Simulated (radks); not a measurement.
Polarisability of the selenium ion Se2+, [Ar] 3d10 4s2 4p2, at imaginary frequency. All-electron calculation, scalar-relativistic Kohn-Sham, LDA (Slater exchange, VWN5 correlation), spin-polarised, spherical densities, finite nucleus; open shells are filled with parallel spins first; Fermi nuclear charge, rms radius 4.14 fm. Program: a radial shooting solver on a logarithmic mesh with Libxc functionals. Response by self-consistent Sternheimer equations with the Hartree and adiabatic LDA kernel, the relativistic mass of each level held fixed and spin-orbit coupling left out.

w (hartree),alpha1(iw) (bohr^3)
0.00266,9.092
0.0143,9.087
0.0360,9.063
0.0697,8.984
0.118,8.789
0.186,8.380
0.280,7.633
0.413,6.457
0.605,4.925
0.892,3.324
1.35,1.992
2.12,1.082
3.59,0.5367
6.94,0.2236
17.5,0.05625

Static values: alpha1 = 9.092 bohr^3 (1.347 angstrom^3; uncoupled 14.45). C6 = 42.44, triple-dipole C9 = 278.5 atomic units. One-pole (London) frequency 4 C6 / (3 alpha1^2) = 0.684 hartree, against 0.973 for minus the highest occupied eigenvalue.
